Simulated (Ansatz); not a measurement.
`[BH2][SnH2][CH3]` + `CF` → `[BH2][SnH2][CH2]F` + CH₄  (formal exchange of groups at the Sn–C bond)

Program: Ansatz. Geometries: PBE0-D4/def2-TZVP. ΔE: electronic, gas phase. CCSD(T)/CBS adds triple-zeta CCSD(T) − MP2 to the extrapolated MP2 energy (def2 sets, frozen cores). This one scheme is used for every species. Functionals use def2-TZVPP. B3LYP here is the variant with VWN-RPA as its local correlation; programs differ in this. Elements past krypton have def2 core potentials. For Sn outer-core shells are correlated without core-valence functions, which leaves a few kJ/mol of doubt a bond. One conformer a species, not always the lowest.

```json
{"level": "PBE-D4", "ΔE (kJ/mol)": "5.1", "difference from CCSD(T)/CBS": "-7.4"}
{"level": "r2SCAN-D4", "ΔE (kJ/mol)": "6.8", "difference from CCSD(T)/CBS": "-5.7"}
{"level": "PBE0-D4", "ΔE (kJ/mol)": "9.7", "difference from CCSD(T)/CBS": "-2.8"}
{"level": "B3LYP-D4", "ΔE (kJ/mol)": "6.7", "difference from CCSD(T)/CBS": "-5.8"}
{"level": "ωB97X-V", "ΔE (kJ/mol)": "9.2", "difference from CCSD(T)/CBS": "-3.3"}
{"level": "ωB97M-V", "ΔE (kJ/mol)": "8.9", "difference from CCSD(T)/CBS": "-3.6"}
{"level": "B2PLYP", "ΔE (kJ/mol)": "10.1", "difference from CCSD(T)/CBS": "-2.4"}
{"level": "PBE", "ΔE (kJ/mol)": "5.6", "difference from CCSD(T)/CBS": "-6.9"}
{"level": "r2SCAN", "ΔE (kJ/mol)": "6.9", "difference from CCSD(T)/CBS": "-5.6"}
{"level": "PBE0", "ΔE (kJ/mol)": "10.1", "difference from CCSD(T)/CBS": "-2.4"}
{"level": "B3LYP", "ΔE (kJ/mol)": "7.5", "difference from CCSD(T)/CBS": "-5.0"}
{"level": "HF/def2-TZVPP", "ΔE (kJ/mol)": "16.7", "difference from CCSD(T)/CBS": "4.2"}
{"level": "MP2/def2-TZVPP", "ΔE (kJ/mol)": "14.9", "difference from CCSD(T)/CBS": "2.4"}
{"level": "SCS-MP2/def2-TZVPP", "ΔE (kJ/mol)": "14.5", "difference from CCSD(T)/CBS": "2.0"}
{"level": "CCSD/def2-TZVPP", "ΔE (kJ/mol)": "13.7", "difference from CCSD(T)/CBS": "1.2"}
{"level": "CCSD(T)/def2-TZVPP", "ΔE (kJ/mol)": "12.8", "difference from CCSD(T)/CBS": "0.3"}
{"level": "HF/def2-QZVPP", "ΔE (kJ/mol)": "17.2", "difference from CCSD(T)/CBS": "4.7"}
{"level": "MP2/def2-QZVPP", "ΔE (kJ/mol)": "14.9", "difference from CCSD(T)/CBS": "2.4"}
{"level": "SCS-MP2/def2-QZVPP", "ΔE (kJ/mol)": "14.5", "difference from CCSD(T)/CBS": "2.0"}
{"level": "HF/CBS(def2)", "ΔE (kJ/mol)": "17.3", "difference from CCSD(T)/CBS": "4.8"}
{"level": "MP2/CBS(def2)", "ΔE (kJ/mol)": "14.6", "difference from CCSD(T)/CBS": "2.1"}
{"level": "CCSD/CBS(def2)", "ΔE (kJ/mol)": "13.4", "difference from CCSD(T)/CBS": "0.9"}
{"level": "CCSD(T)/CBS", "ΔE (kJ/mol)": "12.5", "difference from CCSD(T)/CBS": "0"}
```

Largest T1 diagnostic among the species: 0.013.

From PBE to PBE0 (25 % exact exchange), in def2-TZVPP and without D4, ΔE moves by +4.5 kJ/mol.
